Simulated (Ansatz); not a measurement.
Calculated with Ansatz (gas phase, PBE0-D4/def2-TZVP geometries, no zero-point term in ΔE). CCSD(T)/CBS is the MP2 limit (def2-TZVPP, def2-QZVPP) plus CCSD(T) − MP2 in def2-TZVPP, frozen cores. This one scheme is used for every species. One conformer a species, not always the lowest.

`CO[SiH](F)O[SiH2]F` + `[SiH3]N[SiH3]` → `F[SiH2]N([SiH3])[SiH3]` + `CO[SiH](O)F`  (ligand exchange at the Si–O bond)

| species | HF/CBS(def2) energy (Eh) |
| --- | --- |
| `CO[SiH](F)O[SiH2]F` | -968.37608 |
| `[SiH3]N[SiH3]` | -636.50786 |
| `F[SiH2]N([SiH3])[SiH3]` | -1025.63684 |
| `CO[SiH](O)F` | -579.22055 |

Q: Work out ΔE.

A: ΔE = (-1025.63684) + (-579.22055) − (-968.37608) − (-636.50786) = 0.02655 Eh = +69.7 kJ/mol. CCSD(T)/CBS gives +47.4 kJ/mol.

Largest T1 diagnostic among the species: 0.012.

In def2-TZVPP, CCSD(T) changes the Hartree–Fock value by −21.1 kJ/mol (the triples alone add −3.5 kJ/mol) and MP2 by −22.9 kJ/mol. The D4 term adds −5.1 kJ/mol with B3LYP and −2.4 kJ/mol with PBE0; it sums over pairs of atoms, weighted by their polarisabilities, and B3LYP, whose exchange is more repulsive, gets the larger term.

B3LYP here is the variant with VWN-RPA as its local correlation; programs differ in this.
